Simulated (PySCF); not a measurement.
**Ionisation energy of K²⁺ by level of theory**

K²⁺ [Ne] 3s2 3p5 (2P) → K³⁺ [Ne] 3s2 3p4 (3P), as a difference of total energies. Calculation: PySCF 2.14, in cc-pVDZ-X2C; scalar relativity by spin-free X2C-1e. Correlated levels: valence: [Ne] 3s2 frozen. The calculations carry no spin-orbit coupling.

```
           method  ionisation energy (eV)
              UHF                  46.800
             TPSS                  48.208
            M06-L                  48.249
    MP2 (valence)                  46.828
SCS-MP2 (valence)                  46.827
   CCSD (valence)                  46.829
CCSD(T) (valence)                  46.829
```

Task: How much does correlation contribute at CCSD(T) (valence)?

Result: 46.829 − (46.800) = 0.029 eV, measured against UHF.

The reference lies between the lowest fine-structure levels, while these numbers refer to the centres of the terms.

Errors of the correlated levels include the incompleteness of this basis and the frozen core.

For comparison: 45.803 eV (semi-empirical (NIST evaluation); NIST Atomic Spectra Database, ionization energies).
